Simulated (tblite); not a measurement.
C₈H₁₃PS.
SMILES with atom numbers: `[CH3:1][CH:2]([CH3:3])[CH2:4][PH:5][c:6]1[cH:7][cH:8][cH:9][s:10]1` (hydrogens: H11, H12, H13 on C1; H14 on C2; H15, H16, H17 on C3; H18, H19 on C4; H20 on P5; H21 on C7; H22 on C8; H23 on C9)

Cartesian coordinates in Å at the GFN2-xTB level; atoms count from 1:
```
atom  x, y, z in Å
C1    -2.7269    1.1961    0.4733
C2    -2.2035    0.1410   -0.4952
C3    -2.6516   -1.2508   -0.0627
C4    -0.6792    0.2167   -0.5918
P5     0.1783   -0.2602    0.9987
C6     1.8778    0.0398    0.4474
C7     2.9024   -0.8505    0.3033
C8     4.1264   -0.2369   -0.0380
C9     4.0247    1.1125   -0.1342
S10    2.4322    1.6674    0.1987
H11   -2.4936    2.1968    0.1164
H12   -3.8054    1.1126    0.5860
H13   -2.2646    1.0620    1.4505
H14   -2.6120    0.3468   -1.4927
H15   -2.2611   -2.0103   -0.7376
H16   -2.2883   -1.4578    0.9442
H17   -3.7371   -1.3201   -0.0561
H18   -0.3056   -0.4220   -1.3979
H19   -0.3772    1.2473   -0.8081
H20    0.2569   -1.6357    0.7450
H21    2.7794   -1.9122    0.4299
H22    5.0389   -0.7802   -0.2087
H23    4.7844    1.8249   -0.3874
```

Method: GFN2-xTB as coded in tblite; computed harmonic values from a numerical Hessian at the method's own geometry, unscaled. Errors from tens to a few hundred cm⁻¹ against measured bands are possible. Modes of hydrogen on phosphorus can be 10 to 20 % off. One conformer, not necessarily the lowest.

Harmonic wavenumbers (cm⁻¹): 27.1, 34.1, 73.5, 101.5, 168.0, 200.6, 219.2, 236.7, 260.2, 358.1, 377.7, 403.4, 449.6, 515.0, 530.8, 635.5, 701.3, 725.0, 739.6, 740.0, 807.9, 841.1, 845.7, 869.8, 881.1, 906.9, 948.7, 979.0, 990.9, 999.1, 1070.7, 1075.8, 1090.2, 1093.6, 1184.1, 1194.4, 1205.4, 1242.4, 1316.7, 1329.3, 1330.5, 1404.7, 1416.0, 1436.8, 1439.6, 1487.9, 1492.7, 1499.3, 1504.1, 1534.7, 2251.3, 2906.0, 2928.7, 2938.0, 3001.8, 3015.7, 3023.1, 3031.0, 3034.4, 3038.0, 3114.4, 3126.3, 3162.8.

A = 2495, B = 485.1, C = 439.7 MHz; mass 172.048 u (most abundant isotopes); point group C1, symmetry number 1.

Task: What is the zero-point energy?

Result: ½Σν̃ = 40744 cm⁻¹ = 116.49 kcal/mol.

Task: What is S at 350 K and 1 bar for an ideal gas of classical rigid rotors and harmonic oscillators?

Result: Translation 42.16, rotation 31.26, vibration 44.32: S = 117.7 cal/(mol K).

Task: And Cp and H(350 K) − H(0)?

Result: Cp = 52.06 cal/(mol K), of which vibrations give 44.11 (their classical limit is 63 R = 125.2); H(350 K) − H(0) = 10.53 kcal/mol without the zero-point energy, 7.74 from vibrations.

Task: Which modes carry the vibrational entropy at 350 K?

Result: 27.1 cm⁻¹: 6.35; 34.1 cm⁻¹: 5.89; 73.5 cm⁻¹: 4.37; 101.5 cm⁻¹: 3.74; 168.0 cm⁻¹: 2.76; 200.6 cm⁻¹: 2.43 cal/(mol K); the other 57 give 18.78 together.

Task: How do the functions run with temperature in this model?

Result: 
```json
{"T (K)": "100", "S (cal/(mol K))": "76.3", "Cp (cal/(mol K))": "21.1", "H − H(0) (kcal/mol)": "1.48", "G − H(0) (kcal/mol)": "-6.15", "ln q(vib)": "3.04"}
{"T (K)": "200", "S (cal/(mol K))": "94.5", "Cp (cal/(mol K))": "32.8", "H − H(0) (kcal/mol)": "4.17", "G − H(0) (kcal/mol)": "-14.74", "ln q(vib)": "6.37"}
{"T (K)": "300", "S (cal/(mol K))": "110.2", "Cp (cal/(mol K))": "45.6", "H − H(0) (kcal/mol)": "8.08", "G − H(0) (kcal/mol)": "-24.98", "ln q(vib)": "9.58"}
{"T (K)": "500", "S (cal/(mol K))": "139.2", "Cp (cal/(mol K))": "68.8", "H − H(0) (kcal/mol)": "19.65", "G − H(0) (kcal/mol)": "-49.98", "ln q(vib)": "15.93"}
{"T (K)": "800", "S (cal/(mol K))": "176.8", "Cp (cal/(mol K))": "90.8", "H − H(0) (kcal/mol)": "43.89", "G − H(0) (kcal/mol)": "-97.57", "ln q(vib)": "25.12"}
{"T (K)": "1000", "S (cal/(mol K))": "198.1", "Cp (cal/(mol K))": "100.2", "H − H(0) (kcal/mol)": "63.03", "G − H(0) (kcal/mol)": "-135.11", "ln q(vib)": "30.84"}
```

q(vib) and H(0) count from the zero-point level.

Task: What must be added to the electronic energy to get the Gibbs energy at 350 K and 1 bar?

Result: ZPE + [H(350 K) − H(0)] − T·S = 116.49 + 10.53 − 41.21 = 85.81 kcal/mol.

Task: Blend soft modes into free rotors: weight 1/[1 + (100 cm⁻¹/ν̃)⁴] for the oscillator and the rest for a rotor with moment μB/(μ + B), μ = h/(8π²ν), B = 10⁻⁴⁴ kg m². What vibrational entropy results?

Result: 39.31 cal/(mol K) in place of 44.32, which changes −T·S at 350 K by +1.75 kcal/mol.

Hindered rotation and anharmonicity are outside this model. Other conformers, if any are populated, would add a mixing term that is left out. The structure is chiral; the term R ln 2 for an equal mix with its mirror image is left out.
